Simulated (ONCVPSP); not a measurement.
## PBE ONCV dataset for arsenic, scalar-relativistic all-electron reference.

ONCVPSP 4.0.1 input, shortened (lines: element, Z, core and valence counts, functional; n l f; lmax; l rc ep ncon nbas qcut; lloc lpopt rc5 dvloc0; l nproj debl; icmod fcfact rcfact), PBE, scalar-relativistic:

```
  As 33.00    6    2        4      upf
    1    0    2.00
    2    0    2.00
    2    1    6.00
    3    0    2.00
    3    1    6.00
    3    2   10.00
    4    0    1.75
    4    1    3.25
    2
    0    1.60    0.00    3    6    4.50
    1    1.45    0.00    4    8    6.00
    2    1.45    0.04    4    7    6.70
    4    4    1.05    0.00
    0    2    1.60
    1    2    2.80
    2    2    1.30
    0    0.00    0.00
```

* Cutoffs needed: 9.5 Ha and 76 Ha (the cutoffs (Ha) at which the residual kinetic energy of the hardest occupied pseudo-wave falls to 1 and 0.1 mHa per electron)
* Ghost test: ghosts flagged at negative energy: d at -37.5 eV; GHOST(+) flagged for s at 84.4 eV; a true bound ghost makes a file unfit for plane-wave use
* Largest excitation error: -27 meV (all-electron minus pseudo) for 4s2 4p1, out of 4 test configurations
